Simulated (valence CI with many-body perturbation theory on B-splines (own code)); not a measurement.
# E1 transitions of Pd³⁹⁺

Calculated by valence CI with perturbative core correlation (CI+MBPT): five valence electrons over a frozen Dirac-Fock core [He], radial functions for each j: 11 s, 11 p, 10 d, 8 f, 5 g, 2 h, with the one-electron correlation potential Σ1 (screened to all orders), the two-electron term Σ2, the three-electron term Σ3, Breit, model QED; selected single and double excitations, second order for the rest, scaled by the run's own slope (own B-spline code, finite nucleus).

No measured spectrum was set against this ion. As an estimate, large intervals hold to a few tenths of a per cent, small ones and those within an open d or f shell to about a per cent. Among the levels kept, up to 7100 cm⁻¹ of a level comes from second order outside the variational space, and about a tenth of that is noise between levels of different J, which matters for small intervals.

Lines 101 to 150 of 589 in falling wavelength, among levels below 4047.6 eV, chosen from the strongest by gf and those to the six lowest levels. Wavelengths and rates use the calculated energies. Electric multipoles are in the length gauge, E1 and E2 with the static RPA response of the core. Weak lines are less certain than strong ones. Lines between different terms over intervals too small for the method are left out, as are lines whose strength nearly cancels. Where a level lies close to another of its J and parity, the split of strength between their lines is uncertain. The highest levels of a list are the least certain.

Levels are named by their leading jj configuration (3d3/2^4 stands for four electrons in 3d with j = 3/2), which in mixed levels can hold well under half, so a name can repeat and another be missing. Letters in brackets count levels of one name in rising energy.

```tsv
λ vac (Å)	Upper	Lower	A (s⁻¹)	log gf	Branch %
119.2	(2s^2 2p3/2^2 3d3/2) J=5/2	(2s^2 2p3/2^2 3p1/2) J=5/2	1.02e+10	-0.88	0.0
119.2	(2s 2p1/2 2p3/2^2 3p3/2) J=7/2 [b]	(2s 2p1/2 2p3/2^2 3s) J=7/2	1.50e+10	-0.59	0.1
118.8	(2s 2p1/2 2p3/2^2 3p3/2) J=5/2 [a]	(2s 2p1/2 2p3/2^2 3s) J=5/2 [a]	1.76e+10	-0.65	0.1
118.7	(2s 2p1/2^2 2p3/2 3d3/2) J=5/2 [a]	(2s 2p1/2^2 2p3/2 3p1/2) J=3/2 [a]	1.05e+10	-0.88	0.1
118.6	(2s^2 2p3/2^2 3d3/2) J=3/2 [b]	(2s^2 2p3/2^2 3p3/2) J=1/2	1.36e+10	-0.94	0.0
118.2	(2s 2p1/2 2p3/2^2 3d3/2) J=7/2 [a]	(2s 2p1/2 2p3/2^2 3p1/2) J=5/2 [a]	1.30e+10	-0.66	0.0
118.2	(2s 2p1/2^2 2p3/2 3p3/2) J=1/2 [a]	(2s 2p1/2^2 2p3/2 3s) J=3/2 [a]	2.42e+10	-0.99	0.0
118.1	(2s^2 2p1/2 2p3/2 3p3/2) J=3/2 [a]	(2s^2 2p1/2 2p3/2 3s) J=1/2	1.42e+10	-0.92	4.4
118.0	(2s 2p1/2 2p3/2^2 3d5/2) J=5/2 [d]	(2s 2p1/2 2p3/2^2 3p1/2) J=3/2 [c]	8.73e+09	-0.96	0.0
118.0	(2s^2 2p3/2^2 3p3/2) J=3/2 [b]	(2s^2 2p3/2^2 3s) J=1/2	1.99e+10	-0.78	0.7
117.9	(2s 2p1/2 2p3/2^2 3p3/2) J=5/2 [d]	(2s 2p1/2 2p3/2^2 3s) J=3/2 [c]	1.97e+10	-0.61	0.2
117.7	(2s 2p1/2 2p3/2^2 3p3/2) J=3/2 [c]	(2s 2p1/2 2p3/2^2 3s) J=1/2 [a]	3.09e+10	-0.59	0.1
117.1	(2s^2 2p3/2^2 3d5/2) J=7/2	(2s^2 2p3/2^2 3p1/2) J=5/2	5.98e+09	-1.01	0.0
116.9	(2s 2p1/2^2 2p3/2 3d3/2) J=3/2 [a]	(2s 2p1/2^2 2p3/2 3p1/2) J=3/2 [a]	1.69e+10	-0.86	0.1
116.7	(2s 2p1/2 2p3/2^2 3d3/2) J=9/2	(2s 2p1/2 2p3/2^2 3p1/2) J=7/2	2.13e+10	-0.36	12.6
116.7	(2s^2 2p1/2 2p3/2 3d5/2) J=7/2 [a]	(2s^2 2p1/2 2p3/2 3p1/2) J=5/2	7.35e+09	-0.92	0.1
116.5	(2s 2p1/2 2p3/2^2 3p3/2) J=5/2 [e]	(2s 2p1/2 2p3/2^2 3s) J=3/2 [d]	2.38e+10	-0.54	0.4
116.2	(2s^2 2p3/2^2 3d3/2) J=3/2 [a]	(2s^2 2p3/2^2 3p1/2) J=3/2	1.33e+10	-0.97	0.0
116.1	(2s 2p1/2^2 2p3/2 3d3/2) J=1/2 [a]	(2s 2p1/2^2 2p3/2 3p1/2) J=3/2 [a]	2.11e+10	-1.07	0.2
116.0	(2s 2p3/2^3 3p3/2) J=1/2	(2s 2p3/2^3 3s) J=3/2	2.72e+10	-0.96	0.1
115.9	(2s 2p1/2 2p3/2^2 3d3/2) J=7/2 [c]	(2s 2p1/2 2p3/2^2 3p1/2) J=5/2 [c]	2.01e+10	-0.49	0.7
115.9	(2s 2p1/2^2 2p3/2 3d3/2) J=5/2 [b]	(2s 2p1/2^2 2p3/2 3p1/2) J=3/2 [b]	2.04e+10	-0.61	0.2
115.6	(2s 2p1/2 2p3/2^2 3p3/2) J=3/2 [e]	(2s 2p1/2 2p3/2^2 3s) J=3/2 [d]	1.80e+10	-0.84	0.1
115.4	(2s 2p1/2 2p3/2^2 3d3/2) J=3/2 [c]	(2s 2p1/2 2p3/2^2 3p1/2) J=1/2 [a]	2.05e+10	-0.79	0.0
115.4	(2s 2p1/2 2p3/2^2 3d3/2) J=3/2 [a]	(2s 2p1/2 2p3/2^2 3p1/2) J=3/2 [a]	1.88e+10	-0.82	0.1
115.4	(2s 2p1/2^2 2p3/2 3p3/2) J=3/2 [b]	(2s 2p1/2^2 2p3/2 3s) J=3/2 [b]	1.71e+10	-0.86	0.1
115.3	(2s^2 2p3/2^2 3d3/2) J=5/2	(2s^2 2p3/2^2 3p1/2) J=3/2	8.42e+09	-1.00	0.0
115.3	(2s^2 2p1/2 2p3/2 3d3/2) J=5/2	(2s^2 2p1/2 2p3/2 3p1/2) J=3/2 [a]	2.01e+10	-0.62	0.1
114.6	(2s 2p1/2 2p3/2^2 3p3/2) J=3/2 [a]	(2s 2p1/2 2p3/2^2 3s) J=3/2 [a]	2.07e+10	-0.79	0.1
114.6	(2s^2 2p3/2^2 3d3/2) J=7/2	(2s^2 2p3/2^2 3p1/2) J=5/2	1.52e+10	-0.62	0.0
114.4	(2s 2p1/2 2p3/2^2 3d3/2) J=5/2 [c]	(2s 2p1/2 2p3/2^2 3p1/2) J=3/2 [b]	1.15e+10	-0.87	0.0
114.1	(2s^2 2p1/2^2 3p3/2) J=3/2	(2s^2 2p1/2^2 3s) J=1/2	3.81e+10	-0.53	13.2
113.9	(2s 2p1/2 2p3/2^2 3d3/2) J=5/2 [a]	(2s 2p1/2 2p3/2^2 3p1/2) J=3/2 [a]	1.12e+10	-0.88	0.0
113.8	(2s 2p1/2 2p3/2^2 3d3/2) J=1/2 [a]	(2s 2p1/2 2p3/2^2 3p1/2) J=3/2 [a]	2.27e+10	-1.06	0.1
113.6	(2s 2p1/2 2p3/2^2 3p3/2) J=5/2 [b]	(2s 2p1/2 2p3/2^2 3s) J=5/2 [b]	2.50e+10	-0.54	0.0
113.5	(2s 2p1/2 2p3/2^2 3p3/2) J=3/2 [f]	(2s 2p1/2 2p3/2^2 3s) J=1/2 [c]	1.06e+10	-1.08	0.0
113.5	(2s^2 2p1/2 2p3/2 3d3/2) J=7/2	(2s^2 2p1/2 2p3/2 3p1/2) J=5/2	1.62e+10	-0.60	1.8
113.4	(2s 2p1/2^2 2p3/2 3d3/2) J=3/2 [b]	(2s 2p1/2^2 2p3/2 3p1/2) J=3/2 [b]	1.04e+10	-1.10	0.0
113.1	(2s^2 2p1/2^2 3d3/2) J=3/2	(2s^2 2p1/2^2 3p1/2) J=1/2	2.58e+10	-0.70	0.1
112.6	(2s 2p1/2 2p3/2^2 3d3/2) J=3/2 [d]	(2s 2p1/2 2p3/2^2 3p1/2) J=1/2 [b]	1.22e+10	-1.03	0.1
112.6	(2s 2p3/2^3 3p3/2) J=5/2	(2s 2p3/2^3 3s) J=5/2	1.78e+10	-0.69	0.1
112.3	(2s 2p1/2^2 2p3/2 3p3/2) J=3/2 [b]	(2s 2p1/2^2 2p3/2 3s) J=1/2	2.40e+10	-0.74	0.1
112.0	(2s^2 2p1/2 2p3/2 3d3/2) J=3/2 [a]	(2s^2 2p1/2 2p3/2 3p1/2) J=1/2	1.46e+10	-0.96	0.0
111.6	(2s 2p1/2 2p3/2^2 3d3/2) J=7/2 [b]	(2s 2p1/2 2p3/2^2 3p1/2) J=7/2	1.16e+10	-0.76	0.0
110.4	(2s^2 2p1/2 2p3/2 3p3/2) J=5/2 [b]	(2s^2 2p1/2 2p3/2 3s) J=3/2 [b]	2.30e+10	-0.60	1.7
109.2	(2s^2 2p1/2 2p3/2 3d3/2) J=1/2 [a]	(2s^2 2p1/2 2p3/2 3p1/2) J=1/2	2.41e+10	-1.07	0.1
108.8	(2s 2p1/2^2 2p3/2 3p3/2) J=1/2 [b]	(2s 2p1/2^2 2p3/2 3s) J=1/2	4.00e+10	-0.85	1.2
108.6	(2s 2p1/2 2p3/2^2 3d5/2) J=7/2 [a]	(2s 2p1/2 2p3/2^2 3p1/2) J=5/2 [a]	1.23e+10	-0.76	0.1
105.8	(2s^2 2p1/2 2p3/2 3p3/2) J=5/2 [b]	(2s^2 2p1/2 2p3/2 3s) J=5/2	1.57e+10	-0.80	1.2
105.6	(2s 2p1/2^2 2p3/2 3p3/2) J=5/2 [a]	(2s 2p1/2^2 2p3/2 3s) J=5/2	2.11e+10	-0.67	0.0
```
